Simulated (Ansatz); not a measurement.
GaI₃. Charge 0, multiplicity 3. Geometry r2SCAN-D4/def2-SVP, that of the neutral singlet; atoms count from 1.

```xyz
4

Ga    0.000    0.000    0.000
I     0.589   -0.550    2.340
I     0.683   -1.512   -1.837
I    -1.272    2.062   -0.503
```

In the def2 sets I takes a core potential; there is no spin–orbit coupling. At PBE0-D4/def2-TZVP a singlet of charge 0 lies 3.82 eV below the triplet at the same geometry.

**Question.** Estimate the Mulliken populations from the PBE0/def2-TZVP orbitals of Ansatz.

**Answer.** 
| atom | charge (e) | spin (α − β) |
| --- | --- | --- |
| Ga1 | 0.30 | 0.45 |
| I2 | -0.10 | 0.52 |
| I3 | -0.10 | 0.52 |
| I4 | -0.10 | 0.52 |
Mulliken values depend strongly on the basis.

**Question.** Where does the spin sit?

**Answer.** Summed by element: Ga 0.45, I 1.55, of 2 unpaired in all. Largest on single atoms: I3 0.52, I4 0.52, I2 0.52.

**Question.** And the Mayer bond orders between heavy atoms (over 0.3)?

**Answer.** Ga1–I2 0.84 (2.47 Å); Ga1–I3 0.84 (2.47 Å); Ga1–I4 0.84 (2.47 Å).
